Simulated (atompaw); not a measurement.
## An all-electron radial function and its pseudo partner (K (Z = 19))

Columns: radius, all-electron u(r) and pseudo u(r) of the 4s shell (level -2.98 eV) of potassium in the configuration [Ne] 3s2 3p6 3d0 4s0 4p1; PBE, scalar-relativistic, PAW (atompaw) scheme, atompaw 4.2.0.5.

| r (bohr) | all-electron | pseudo |
| --- | --- | --- |
| 0.115 | 0.0115 | -0.0282 |
| 0.231 | 0.1140 | -0.0553 |
| 0.346 | 0.0905 | -0.0793 |
| 0.462 | 0.0062 | -0.0993 |
| 0.577 | -0.0825 | -0.1141 |
| 0.692 | -0.1507 | -0.1228 |
| 0.808 | -0.1914 | -0.1248 |
| 0.923 | -0.2046 | -0.1198 |
| 1.038 | -0.1952 | -0.1078 |
| 1.154 | -0.1685 | -0.0887 |
| 1.269 | -0.1301 | -0.0635 |
| 1.385 | -0.0840 | -0.0325 |
| 1.500 | -0.0343 | 0.0029 |
| 1.615 | 0.0168 | 0.0417 |
| 1.731 | 0.0678 | 0.0830 |
| 1.846 | 0.1166 | 0.1251 |
| 1.962 | 0.1631 | 0.1673 |
| 2.077 | 0.2061 | 0.2078 |
| 2.192 | 0.2456 | 0.2462 |
| 2.308 | 0.2820 | 0.2821 |
| 2.423 | 0.3144 | 0.3144 |
| 2.538 | 0.3434 | 0.3434 |
| 2.654 | 0.3692 | 0.3692 |
| 2.769 | 0.3916 | 0.3916 |
| 2.885 | 0.4111 | 0.4111 |
| 3.000 | 0.4275 | 0.4275 |

Problem. How many radial nodes do the two functions have?

Solution. The all-electron 4s function has n − l − 1 = 3 (the table is too coarse to show those close to the nucleus); the pseudo-wave has 1, since 1 lower shell of the same l stays in the valence.

Problem. At about which radius was the pseudo-wave matched?

Solution. 2.60 bohr. The columns agree to 0.0005 from 2.31 bohr on; several derivatives are matched, so the curves merge somewhat inside the radius.

Problem. Is the pseudo-wave norm-conserving?

Solution. No, it belongs to a PAW set: the norm inside the radius is not constrained, and the difference is carried by the augmentation charge.
